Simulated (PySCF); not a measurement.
Job file and geometry (Å, from GFN2-xTB) of an NMR shielding run on `B[N](B)[AlH][CH3]`, CH₈AlB₂N, GIAO PBE0/pcSseg-1 NMR shielding, non-relativistic, gas phase in PySCF; density fitting, a coarse starting grid and PySCF grid level 2 are the driver's defaults:

```
$ OMP_NUM_THREADS=1 python probes_run.py task.json out

{"job": {"kind": "nmr", "xc": "PBE0", "basis": "pcSseg-1"}, "charge": 0, "multiplicity": 1}
B     -1.471362     1.386092     0.465491
N     -0.999995     0.089411     0.114609
B     -1.772488    -0.864213    -0.607673
Al     0.688139    -0.350995     0.720481
C      2.317753    -0.205742    -0.400771
H     -0.719655     2.086931     1.055168
H     -2.545960     1.754657     0.179125
H     -1.258569    -1.898981    -0.858920
H     -2.871682    -0.637435    -0.945063
H      0.667948    -0.840403     2.182589
H      2.217810    -0.763591    -1.339734
H      2.532361     0.830887    -0.686773
H      3.211312    -0.586133     0.103743
```

Problem. Write the output of this run.

Solution. 
```
coarse grid: 10904 points
cycle   1  E = -389.4339574849  dE =  6.811e-02  |g| = 5.131e-01  |ddm| = 3.004e+00
cycle   2  E = -389.3870119962  dE =  4.695e-02  |g| = 6.890e-01  |ddm| = 8.842e-01
cycle   3  E = -389.4979464915  dE = -1.109e-01  |g| = 8.784e-02  |ddm| = 5.461e-01
cycle   4  E = -389.4995193868  dE = -1.573e-03  |g| = 3.183e-02  |ddm| = 8.331e-02
cycle   5  E = -389.4997593186  dE = -2.399e-04  |g| = 6.345e-03  |ddm| = 2.778e-02
cycle   6  E = -389.4997708195  dE = -1.150e-05  |g| = 9.934e-04  |ddm| = 7.744e-03
cycle   7  E = -389.4997710768  dE = -2.573e-07  |g| = 9.739e-05  |ddm| = 1.218e-03
final grid: 99488 points
cycle   8  E = -389.5242023004  dE = -2.522e-05  |g| = 7.352e-03  |ddm| = 1.706e-02
cycle   9  E = -389.5241912574  dE =  1.104e-05  |g| = 1.031e-02  |ddm| = 1.375e-02
cycle  10  E = -389.5242155362  dE = -2.428e-05  |g| = 1.149e-03  |ddm| = 7.516e-03
cycle  11  E = -389.5242158311  dE = -2.949e-07  |g| = 2.397e-04  |ddm| = 8.363e-04
cycle  12  E = -389.5242158451  dE = -1.403e-08  |g| = 4.889e-05  |ddm| = 2.321e-04
cycle  13  E = -389.5242158458  dE = -6.860e-10  |g| = 9.814e-06  |ddm| = 6.238e-05
converged SCF energy = -389.5242158458

GIAO shielding tensors (ppm)
atom      isotropic    diamagn.    paramagn.     s11        s22        s33       span
  0 B       48.307     195.401    -147.094      5.049     22.193    117.679    112.630
  1 N       36.175     326.043    -289.869   -128.054    -44.739    281.317    409.372
  2 B       47.334     195.168    -147.834      3.182     23.149    115.669    112.487
  3 Al     341.806     797.578    -455.771    217.914    355.487    452.018    234.104
  4 C      193.414     252.646     -59.232    188.842    192.107    199.292     10.450
  5 H       25.851      31.001      -5.151     22.792     26.060     28.700      5.908
  6 H       25.680      30.052      -4.372     23.804     26.568     26.667      2.862
  7 H       25.858      31.113      -5.255     22.932     26.040     28.601      5.669
  8 H       25.721      30.100      -4.379     23.879     26.555     26.729      2.850
  9 H       26.624      29.887      -3.263     23.458     24.424     31.990      8.532
 10 H       31.594      30.824       0.770     27.284     28.797     38.701     11.417
 11 H       31.619      30.626       0.993     27.425     28.696     38.736     11.311
 12 H       31.453      29.016       2.438     27.741     28.007     38.612     10.871
```

Size and cost of the density-fitted run: 132 basis functions, 21 s wall time on 1 thread of an Arm Neoverse N1, shared host; peak memory 0.62 GiB.
